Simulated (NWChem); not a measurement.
CH3ClOSi, singlet; SMILES O(C)[Si]Cl

```xyz
7

Si     1.1237     0.1022     0.0001
Cl    -0.4759     1.5053     0.0000
O      0.3205    -1.3359    -0.0002
C     -1.0158    -1.7716     0.0001
H     -1.7176    -0.9227    -0.0037
H     -1.1952    -2.3944    -0.8900
H     -1.1972    -2.3879     0.8943
```
Atoms are numbered in this order, from 1.

Low-valent species are run as closed-shell singlets; no triplet was tried in these runs. The geometry was optimised at PBE0/def2-SVP.

**Question.** List the 4 lowest vertical singlet excitations from BHandHLYP/6-31+G* (spherical d), full TDDFT (NWChem).

**Answer.** 
```
state  energy (eV)  oscillator strength  leading excitation (squared amplitude)
-----  -----------  -------------------  --------------------------------------
S1            4.78                0.087                      HOMO → LUMO (1.00)
S2            6.19                0.000                    HOMO−2 → LUMO (0.91)
S3            6.52                0.014                    HOMO−1 → LUMO (0.82)
S4            6.74                0.005                    HOMO−3 → LUMO (0.89)
```
